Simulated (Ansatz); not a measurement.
```yaml
crystal:
  periodic: [false, false, false]
  atoms:
    - {symbol: C, position_ang: [-0.203944, -1.447041, 1.912471]}
    - {symbol: Zr, position_ang: [-0.166264, -0.472786, -0.313804]}
    - {symbol: Cl, position_ang: [-0.859822, -2.438294, -1.445376]}
    - {symbol: C, position_ang: [-2.550588, -0.107468, -0.111608]}
    - {symbol: C, position_ang: [-2.300405, 0.718894, -1.259605]}
    - {symbol: C, position_ang: [-1.166257, 1.655948, -0.748614]}
    - {symbol: C, position_ang: [-1.206012, 1.668008, 0.570752]}
    - {symbol: C, position_ang: [-2.169611, 0.706343, 1.177882]}
    - {symbol: C, position_ang: [2.240207, -1.094879, -0.295483]}
    - {symbol: C, position_ang: [2.287784, -0.117860, 0.647151]}
    - {symbol: C, position_ang: [1.928222, 0.992138, -0.140052]}
    - {symbol: C, position_ang: [1.674514, 0.714126, -1.476207]}
    - {symbol: C, position_ang: [2.133711, -0.692390, -1.598734]}
    - {symbol: H, position_ang: [0.105278, -0.748211, 2.701058]}
    - {symbol: H, position_ang: [-1.059127, -1.900418, 2.050517]}
    - {symbol: H, position_ang: [0.576456, -2.058915, 1.813528]}
    - {symbol: H, position_ang: [-3.499090, -0.880348, -0.046903]}
    - {symbol: H, position_ang: [-2.493652, 0.499821, -2.306620]}
    - {symbol: H, position_ang: [-0.754150, 2.252289, -1.416485]}
    - {symbol: H, position_ang: [-0.647546, 2.398603, 1.122506]}
    - {symbol: H, position_ang: [-2.269747, 0.405296, 2.090487]}
    - {symbol: H, position_ang: [2.440156, -2.107832, 0.011321]}
    - {symbol: H, position_ang: [2.614356, -0.123158, 1.603456]}
    - {symbol: H, position_ang: [1.796812, 2.058822, 0.283545]}
    - {symbol: H, position_ang: [1.441379, 1.397777, -2.411491]}
    - {symbol: H, position_ang: [1.705135, -1.245737, -2.618293]}
basis:
  gaussian: {orbitals: def2-SVPD}
hamiltonian: {xc: {name: wB97X-V}}
```

```sh
$ ansatz run in.yaml --threads 11 --pin off --events-out ev --progress --plain --max-ram 174080MiB --backend cuda --devices 0, --max-vram 75GiB
```

It prints (some lines left out):

```
Functional definition: wB97X-V
3289 factors; their error is unknown
1134 factors; integrals over basis functions are off by at most 1.8e-5 eV
mean field evaluation 1: about -25392.9545 eV, gradient 6.4e1 eV
mean field evaluation 2: about -25394.1981 eV, gradient 6.3e1 eV
mean field evaluation 4: about -25403.6770 eV, gradient 4.8e0 eV
mean field evaluation 8: about -25403.7446 eV, gradient 1.4e-1 eV
mean field evaluation 16: about -25403.7044 eV, gradient 1.2e-3 eV
mean field -25403.70436680 eV, -933.5689162308 hartree, gradient 4.2e-5 eV, S^2 0.000000; 0 other end points of the search recorded, 0 dependent functions left out
reference -25403.70436240 eV, -933.5689160690 hartree; 54, 54 occupied and 331, 331 virtual orbitals, 3289 factors
Total energy: -25403.70436240 eV, -933.5689160690 hartree
```

Hardware: 11 threads of an AMD EPYC 7R13 on a shared host and a whole NVIDIA H100 80 GB. Wall time 6 s, peak host memory 1.9 GiB.
